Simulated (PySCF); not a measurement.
**Working out the excitation energy of Ti**

Ti [Ar] 3d2 4s2 (3F) → Ti [Ar] 3d3 4s1 (5F). Calculation: PySCF 2.14, in aug-cc-pVDZ-DK (7s6p4d2f, 59 functions); the spin-free X2C one-electron Hamiltonian (Gaussian nucleus). Frozen: [Ar]. Energies in hartree (1 hartree = 27.21139 eV):

```
            part   Ti (lower)   Ti (upper)
             UHF  -852.744824  -852.718865
CCSD correlation    -0.049027    -0.036211
             (T)    -0.001368    -0.000750
```

Question: What does Hartree-Fock give?

Answer: (-852.718865) − (-852.744824) = 0.025959 hartree = 0.706 eV.

Question: What do CCSD and CCSD(T) give?

Answer: The CCSD correlation energies differ by 0.012816 hartree = 0.349 eV and the triples by 0.000618 hartree = 0.017 eV, so CCSD gives 1.055 eV and CCSD(T) 1.072 eV.

Measured between the centres of the two terms (NIST): 0.806 eV, so CCSD(T) (valence) is off by 0.266 eV.

A double-zeta basis recovers only part of the correlation energy.

What remains against the reference includes basis incompleteness, the frozen core and higher excitations.
